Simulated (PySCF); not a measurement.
Basis and Hamiltonian dependence of the excitation energy of S

S [Ne] 3s2 3p4 (3P) → S [Ne] 3s2 3p3 4s1 (5S). Calculated with PySCF 2.14 from differences of total energies of unrestricted determinants, without spin-orbit coupling. Values in eV.

| basis | Hamiltonian | functions | UHF | LDA | PBE0 | MP2 (valence) | CCSD(T) (valence) | CCSD(T) (valence and next inner shell) |
| --- | --- | --- | --- | --- | --- | --- | --- | --- |
| ANO-RCC-VTZP | spin-free X2C | 34 | 8.739 | 9.004 | 9.145 | 8.891 | 9.016 | 9.012 |
| aug-cc-pV(T+d)Z | non-relativistic | 55 | 6.151 | 6.835 | 6.881 | 6.558 | 6.682 | n/a |
| aug-cc-pV(T+d)Z with one added diffuse shell each of s, p, d, f type | non-relativistic | 71 | 5.703 | 6.554 | 6.543 | 6.222 | 6.340 | n/a |
| aug-cc-pCVTZ-DK | spin-free X2C | 75 | 6.106 | 6.808 | 6.847 | 6.525 | 6.648 | 6.655 |
| def2-QZVPPD | non-relativistic | 79 | 5.977 | 6.723 | 6.740 | 6.507 | 6.637 | 6.637 |
| aug-cc-pVQZ-DK | spin-free X2C | 84 | 5.932 | 6.680 | 6.700 | 6.473 | 6.601 | n/a |
| dyall-av3z | spin-free X2C | 84 | 5.902 | 6.665 | 6.677 | 6.360 | 6.480 | n/a |
| aug-cc-pV(Q+d)Z | non-relativistic | 89 | 5.962 | 6.708 | 6.729 | 6.502 | 6.631 | n/a |
| dyall-acv3z | non-relativistic | 113 | 5.936 | 6.695 | 6.708 | 6.397 | 6.520 | n/a |
| aug-cc-pV(Q+d)Z with one added diffuse shell each of s, p, d, f, g type | non-relativistic | 114 | 5.702 | 6.558 | 6.543 | 6.318 | n/a | n/a |
| aug-cc-pCVQZ-DK | spin-free X2C | 134 | 5.930 | 6.682 | 6.698 | 6.476 | n/a | n/a |
| aug-cc-pwCVQZ | non-relativistic | 134 | 5.958 | 6.709 | 6.725 | 6.506 | n/a | n/a |
| aug-cc-pV(5+d)Z | non-relativistic | 136 | 5.917 | 6.683 | 6.692 | 6.513 | n/a | n/a |

**Question.** Estimate the row for dyall-acv3z (spin-free X2C, 113 functions).

**Answer.** From the rows with the same Hamiltonian and similar size; the calculation gives UHF 5.91; LDA 6.67; PBE0 6.68; MP2 (valence) 6.37; CCSD(T) (valence) 6.49 (eV).

Frozen in the all-electron rows: valence: [Ne]; valence and next inner shell: 1s2.

At UHF, ANO-RCC-VTZP lies more than 0.3 eV from the median of the rows with comparable relativity. Of these, ANO-RCC-VTZP has no diffuse functions of the l that the added or promoted electron needs.

Reference for a calculation without spin-orbit coupling: 6.500 eV (measured, between term centres; NIST).
